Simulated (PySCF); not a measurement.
A structure optimised at PBE-D3(BJ)/def2-SVP, used in a PySCF frequency run:

```xyz
16

N      2.2928    -0.4044    -1.3649
Si     1.3676    -0.1415     0.0912
N      0.1289    -1.3309     0.5325
Si    -1.5912    -0.9634     0.5958
C     -1.7640     0.6971    -0.3018
Si    -0.1342     1.6662    -0.0724
H      3.0885    -1.0477    -1.3438
H      1.8143    -0.4595    -2.2676
H      2.4196    -0.0815     1.1671
H      0.4312    -2.2578     0.8523
H     -2.1109    -0.8385     2.0093
H     -2.3975    -2.0555    -0.0660
H     -1.9019     0.5019    -1.3867
H     -2.6484     1.2642     0.0532
H      0.1200     2.6332    -1.2002
H     -0.1731     2.4488     1.2161
```
Charge 0, spin multiplicity 1.

Write its SMILES and formula.

N[Si@@H]1N[SiH2]C[SiH2]1, CH10N2Si3

What are its rotational constants (standard atomic weights)?

2.4725, 1.5316, 1.0907 GHz
